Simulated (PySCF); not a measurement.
C6H9ClSi.
Atom-mapped SMILES: `[CH2:1]=[C:2]1[SiH2:3][C@@H:4]([Cl:5])/[C:6]1=[CH:7]/[CH3:8]`

Cartesian coordinates in Å at the GFN2-xTB level; atoms count from 1:
```
atom  x, y, z in Å
C1     0.2721    1.8462    0.9094
C2    -0.4674    0.8210    0.4978
Si3   -2.3105    0.3675    0.5321
C4    -1.3445   -1.2813    0.2296
Cl5   -1.8259   -2.3076   -1.1524
C6    -0.0663   -0.5064    0.0055
C7     1.0306   -0.9384   -0.6099
C8     2.2383   -0.1225   -0.9249
H9    -0.1878    2.7492    1.2770
H10    1.3501    1.8274    0.9149
H11   -3.0374    0.4570    1.7948
H12   -3.0941    0.7860   -0.6225
H13   -1.2738   -1.9588    1.0812
H14    1.0556   -1.9707   -0.9366
H15    1.9731    0.9232   -1.0645
H16    2.7177   -0.4913   -1.8293
H17    2.9631   -0.1885   -0.1120
```

Definitions: NICS(0) = −σiso at the ring centroid; NICS(1) = −σiso and NICS(1)zz = −σzz at ±1 Å along the ring normal z. Level: GIAO PBE0/pcSseg-1 (PySCF, non-relativistic, gas phase) on the GFN2-xTB geometry, one conformer.

Ring bond lengths (Å), with Mayer bond orders in brackets: C2–Si3 1.898 (0.90), Si3–C4 1.935 (0.83), C4–C6 1.511 (0.96), C6–C2 1.471 (1.04).

Problem. What do the NICS probes read (ppm)?

Solution. 
| ring | type | NICS(0) | NICS(1), two faces | NICS(1)zz, two faces | rms pucker (Å) | centre to ring atoms, mean (Å) |
| --- | --- | --- | --- | --- | --- | --- |
| C2–Si3–C4–C6 | 4-membered ring with Si; formal bonds all single | 1.3 | -1.6 / -3.2 | 4.2 / 0.1 | 0.08 | 1.20 |

Problem. What do they say, and how far can they be read as aromaticity?

Solution. 
- C2–Si3–C4–C6: mean NICS(1)zz 2.2 ppm, near zero. Si3, C4 have four or more neighbours, and the NICS criterion for π rings isn't applied. The two faces differ by 4.1 ppm, so no symmetry operation interchanges them.

Problem. What is the mean of the two in-plane components of NICS at the second NICS(1) probe listed for ring C2–Si3–C4–C6, 1 Å off the ring?

Solution. The isotropic value is a third of the trace: (3 × -3.2 − (0.1))/2 = -4.9 ppm.

Problem. List the ring angles and the Hirshfeld charges of the ring atoms.

Solution. 
- C2–Si3–C4–C6: C2 93.2° (-0.093 e), Si3 73.5° (+0.344 e), C4 90.5° (-0.089 e), C6 100.5° (-0.027 e); sum 357.7° against 360° for a flat convex ring.

Problem. What are the shieldings of the ring atoms and their hydrogens in the same run (means over atoms taken as equivalent)?

Solution. 
```
atoms                      environment  σ isotropic (ppm)
   C2  fully substituted alkene carbon               35.5
  Si3                     SiH2 silicon              381.9
   C4                  sp3 C–Cl carbon              137.6
   C6  fully substituted alkene carbon               35.0
  H11                    Si–H hydrogen              26.74
  H12                    Si–H hydrogen              26.97
  H13                 methine hydrogen              27.44
```

Time: 42 s of wall time; peak memory 0.91 GiB. Hardware: one thread of an Arm Neoverse V1, shared host. This is the whole shielding run at PBE0/pcSseg-1, SCF included.
